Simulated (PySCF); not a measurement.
Löwdin shares of the frontier orbitals

Compound: CH9NSSi4.
Atom-mapped SMILES: `[N:1]#[C:2][SiH2:3][S:4][SiH2:5][SiH2:6][SiH3:7]` (hydrogens: H8, H9 on Si3; H10, H11 on Si5; H12, H13 on Si6; H14, H15, H16 on Si7)

Structure used (GFN2-xTB), in Å, numbered top down from 1:
```xyz
16
CH9NSSi4 angstrom
N      3.2134    1.0498   -1.3610
C      2.8306    0.1735   -0.7303
Si     2.1555   -1.1981    0.3408
S      1.2755   -0.3188    2.0681
Si     0.2515    1.4888    1.3734
Si    -1.3328    0.9188   -0.2244
Si    -2.5541   -1.0203    0.1669
H      3.2607   -2.0176    0.8041
H      1.1467   -1.8737   -0.4704
H     -0.2492    1.9530    2.6640
H      1.3478    2.3733    0.9844
H     -0.6409    0.8320   -1.5237
H     -2.2097    2.0922   -0.3589
H     -3.4393   -0.8786    1.3241
H     -1.6709   -2.1589    0.4377
H     -3.3923   -1.4064   -0.9711
```

Level of theory: PySCF, TDDFT CAM-B3LYP/def2-SVPD, vertical, gas phase, core orbitals frozen in the response.

Frontier orbitals with the atoms that hold most of them (Löwdin shares over 4%, at most four atoms; ? is withheld):

| orbital | ε (eV) | atoms |
| --- | --- | --- |
| LUMO+2 | 0.45 | S4 21%, Si5 15%, Si3 14%, C2 11% |
| LUMO+1 | 0.18 | Si5 20%, Si6 17%, Si7 14%, Si3 8% |
| LUMO | -0.25 | ? |
| HOMO | ? | S4 63%, Si5 11%, Si6 8%, Si3 8% |
| HOMO-1 | -9.97 | ? |
| HOMO-2 | -10.18 | Si6 29%, Si7 29%, S4 8%, Si5 6% |
| HOMO-3 | -11.01 | Si6 16%, Si5 15%, S4 13%, H12 13% |

(1) Give the leading atoms of the HOMO-1.

(2) Which atoms hold the LUMO, and with what shares?

(3) What is the HOMO energy, and the HOMO–LUMO gap?

Answers

(1) S4 (bonded to 2 Si) 46%; Si5 (bonded to S, Si and 2 H) 17%; Si6 (bonded to 2 Si and 2 H) 12%; Si3 (bonded to C, S and 2 H) 5%. By element: sulfur 46%, silicon 34% or more.

(2) S4 (bonded to 2 Si) 18%; Si3 (bonded to C, S and 2 H) 15%; Si5 (bonded to S, Si and 2 H) 14%; C2 (bonded to N and Si) 10%. By element: silicon 30% or more, sulfur 18%, carbon 10%.

(3) ε(HOMO) = -8.82 eV; the gap is 8.57 eV (0.3150 hartree).

Question: How does S1 compare with the orbital gap of 8.57 eV?

Answer: S1 is at 5.45 eV (f = 0.0070), 3.12 eV below the gap, made of HOMO→LUMO (95%). Without the coupling terms of the response equations the lowest excitation would equal the gap.

Next come S2 at 5.92 eV (f 0.0039), HOMO→LUMO+1 (43%), HOMO→LUMO+2 (37%); S3 at 6.03 eV (f 0.0050), HOMO→LUMO+2 (49%), HOMO→LUMO+1 (36%); S4 at 6.43 eV (f 0.032), HOMO→LUMO+3 (68%), HOMO→LUMO+1 (14%); S5 at 6.71 eV (f 0.050), HOMO-1→LUMO (51%), HOMO→LUMO+5 (13%), HOMO→LUMO+4 (12%).

Löwdin shares depend on the basis, the more so with diffuse functions.

One conformer stands for the species.
